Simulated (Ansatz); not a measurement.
Input for Ansatz (an electronic-structure program): R-CCSD(T)/def2-SVP on CH4OSn (SMILES [CH3][Sn][OH]), a point of a torsion scan. Elements past Kr take the def2 small-core potentials; no spin–orbit coupling. The run froze 11 orbitals, filled d shells among them.

Ansatz 0.2 input:
```yaml
crystal:
  periodic: [false, false, false]
  atoms:
    - {symbol: C, position_ang: [-1.05562059, -0.05268112, 0.01642294]}
    - {symbol: Sn, position_ang: [0.63401288, 1.47219496, -0.22002430]}
    - {symbol: O, position_ang: [2.17977524, 0.24157030, 0.24333061]}
    - {symbol: H, position_ang: [-0.78208921, -0.96352501, -0.52171508]}
    - {symbol: H, position_ang: [-2.02524585, 0.27585862, -0.36146706]}
    - {symbol: H, position_ang: [-1.19554692, -0.33337406, 1.06426708]}
    - {symbol: H, position_ang: [2.40572597, -0.27153738, 1.01256830]}
basis:
  gaussian:
    orbitals: def2-SVP
magnetization: {spin_polarized: false}
correlation: {method: ccsd_t, electrons: outside_noble_gas}
scf: {lower_state_search: off}
```

Output:

```
WARN ansatz: RAYON_NUM_THREADS=1 ignored (pool sized by the plan → 1); use --threads N
Functional definition: HF
these checks for a lower state are left out or cut short: stability, starts, cluster_reference, orbital_swaps, neighbouring_geometries, increment
integrals: 0.06 GiB planned
826 factors; integrals over basis functions are off by at most 1.1e-3 eV
mean field: 0.15 GiB planned
mean field evaluation 1: about -8929.4500 eV, gradient 4.3e1 eV
mean field evaluation 2: about -8929.4576 eV, gradient 4.3e1 eV
mean field evaluation 4: about -8933.7156 eV, gradient 3.4e0 eV
mean field evaluation 8: about -8933.7702 eV, gradient 8.9e-2 eV
mean field -8933.77030709 eV, -328.3100032584 hartree, gradient 5.9e-6 eV, S^2 0.000000; 0 other end points of the search recorded, 0 dependent functions left out
11 core orbitals not correlated
reference -8933.77030709 eV, -328.3100032584 hartree; 9, 9 occupied and 54, 54 virtual orbitals, 826 factors
second order -11.04865925 eV of doubles, -0.00000000 eV of singles
coupled cluster: 0.16 GiB planned
cycle   1  -11.46250535 eV  change   -4.1e-1 eV  update   1.0e-1
cycle   2  -11.78403037 eV  change   -3.2e-1 eV  update   3.5e-2
cycle   3  -11.90639541 eV  change   -1.2e-1 eV  update   2.4e-2
cycle   4  -11.90580606 eV  change    5.9e-4 eV  update   7.2e-3
cycle   5  -11.90272153 eV  change    3.1e-3 eV  update   3.9e-3
cycle   6  -11.90329086 eV  change   -5.7e-4 eV  update   1.7e-3
cycle   7  -11.90300011 eV  change    2.9e-4 eV  update   7.8e-4
cycle   8  -11.90299331 eV  change    6.8e-6 eV  update   3.1e-4
cycle   9  -11.90313291 eV  change   -1.4e-4 eV  update   1.7e-4
cycle  10  -11.90309828 eV  change    3.5e-5 eV  update   7.9e-5
cycle  11  -11.90310264 eV  change   -4.4e-6 eV  update   3.9e-5
cycle  12  -11.90312324 eV  change   -2.1e-5 eV  update   1.5e-5
cycle  13  -11.90312320 eV  change    4.3e-8 eV  update   6.9e-6
perturbative correction -0.31410980 eV, -0.0115433223 hartree
Total energy: -8945.98754009 eV, -328.7589782900 hartree
Checks for a lower state left out: stability, starts, cluster_reference, orbital_swaps, neighbouring_geometries, increment
```

The calculation finished and met its thresholds.

Cost: about 3 core-seconds (a rough figure).
